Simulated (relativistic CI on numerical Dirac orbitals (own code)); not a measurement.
Ir⁷⁺: 4f photoemission

Computed with this model: Dirac-Coulomb-Breit CI, orbitals from a KLI potential per configuration, QED by a radiative potential, valence Slater integrals scaled by 0.9, multiplet model of photoemission in the sudden approximation; configurations [Xe] 4f14 5d2 → [Xe] 4f13 5d2; 300 K; Lorentzian 0.25 eV and Gaussian 0.5 eV FWHM. Energies are those of the free ion, without screening or charge transfer. The energies are binding energies and can lie tens of eV above those of solids. S is read from ⟨S²⟩ = S(S + 1).

Field parameters in Wybourne normalisation: D3d B²₀ = −7Dσ, B⁴₀ = −14Dq − 21Dτ, B⁴₃ = −14√(10/7) Dq; D4h B²₀ = −7Ds, B⁴₀ = 21(Dq − Dt), B⁴₄ = 21√(5/14) Dq; Td as Oh with Dq negative (B⁴₀ = 21Dq, B⁴₄ = √(5/14) B⁴₀). The field is a parameter set, without covalency.

free ion: ground-state S = 0.92, centroid 176.21 eV. Peaks (eV, height): 174.7 (100), 177.7 (59), 179.3 (15), 180.1 (12).

Td, 10Dq = -13200 cm⁻¹: ground-state S = 0.97, centroid 176.30 eV. Peaks (eV, height): 174.7 (100), 177.7 (60), 179.5 (11).

D4h, 10Dq = 19200, Ds = 610, Dt = 260 cm⁻¹: ground-state S = 0.95, centroid 176.27 eV. Peaks (eV, height): 174.6 (100), 177.8 (67), 179.3 (12).

D3d, 10Dq = 32600, Dσ = 930, Dτ = 50 cm⁻¹: ground-state S = 0.95, centroid 176.32 eV. Peaks (eV, height): 174.7 (100), 177.9 (67).

D4h, 10Dq = 30100, Ds = -1260, Dt = 890 cm⁻¹: ground-state S = 0.97, centroid 176.30 eV. Peaks (eV, height): 174.6 (100), 177.8 (62).

Strongest unbroadened transitions for D3d, 10Dq = 32600, Dσ = 930, Dτ = 50 cm⁻¹:

| Energy (eV) | Relative strength |
| --- | --- |
| 174.40 | 72.2 |
| 174.41 | 46.3 |
| 174.44 | 38.0 |
| 174.48 | 40.7 |
| 174.51 | 55.9 |
| 174.54 | 65.0 |
| 174.60 | 51.4 |
| 174.61 | 60.8 |
| 174.94 | 51.7 |
| 174.97 | 72.0 |
| 175.00 | 100.0 |
| 175.03 | 35.9 |
| 175.07 | 47.0 |
| 175.13 | 45.4 |
| 175.17 | 55.7 |
| 177.67 | 50.3 |
| 177.92 | 63.3 |
| 178.04 | 38.7 |
